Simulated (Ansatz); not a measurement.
Molecule: PrCl3, net charge 0, triplet state. The spin state was set by rule; other spins were not relaxed. 
Coordinates optimised at B3LYP-D3(BJ)/def2-TZVP (Ansatz, an electronic-structure program):
```xyz
4

Pr     0.0779    -0.0746    -0.1944
Cl    -2.2115    -1.1755    -0.0770
Cl     0.0353     2.4410    -0.5644
Cl     1.9060    -1.0067     1.3162
```
Charge 0, spin multiplicity 3.

Basis-set convergence of Hartree-Fock and CCSD(T) correlation energies (hartree) with Ansatz. Cores are frozen in the correlated levels unless marked. Open shells are spin-unrestricted. No spin-orbit coupling. The frozen core is the preceding noble-gas configuration, with the filled d and f shells of earlier blocks. Past Kr the def2 sets carry scalar-relativistic core potentials.

```json
[
 {"basis": "def2-SVP", "functions": "132", "E(HF)": "-1893.73292", "E(corr, CCSD(T))": "-0.50595"},
 {"basis": "def2-TZVPP", "functions": "228", "E(HF)": "(withheld)", "E(corr, CCSD(T))": "(withheld)"}
]
```

### Question
Fill in the missing entries.

### Answer

- def2-TZVPP, E(HF): -1894.21721
- def2-TZVPP, E(corr, CCSD(T)): -0.71416
